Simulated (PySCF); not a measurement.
# Working out the ionisation energy of Ga⁺

Ga⁺ [Ar] 3d10 4s2 (1S) → Ga²⁺ [Ar] 3d10 4s1 (2S). All numbers are calculated (PySCF 2.14, the spin-free X2C one-electron Hamiltonian (Gaussian nucleus), in x2c-TZVPPall with one added diffuse shell each of s, p, d type (7s6p5d1f, 57 functions)). Frozen: [Ne]. Energies in hartree (1 hartree = 27.21139 eV):

| part | Ga⁺ (lower) | Ga²⁺ (upper) |
| --- | --- | --- |
| UHF | -1941.966795 | -1941.278015 |
| MP2 opposite-spin | -0.224474 | -0.187825 |
| MP2 same-spin | -0.104868 | -0.096856 |

**Question.** What does Hartree-Fock give?

**Answer.** (-1941.278015) − (-1941.966795) = 0.688780 hartree = 18.743 eV.

**Question.** What do MP2 and SCS-MP2 (6/5 opposite-spin, 1/3 same-spin) give?

**Answer.** The opposite-spin parts differ by 0.997 eV and the same-spin parts by 0.218 eV. MP2: 18.743 + (0.997) + (0.218) = 19.958 eV. SCS-MP2: 18.743 + 1.2 × (0.997) + (0.218)/3 = 20.012 eV.

Measured between the centres of the two terms (NIST): 20.515 eV, so MP2 (valence and next inner shell) is off by -0.557 eV.

What remains against the reference includes basis incompleteness, the frozen core and correlation beyond second order.
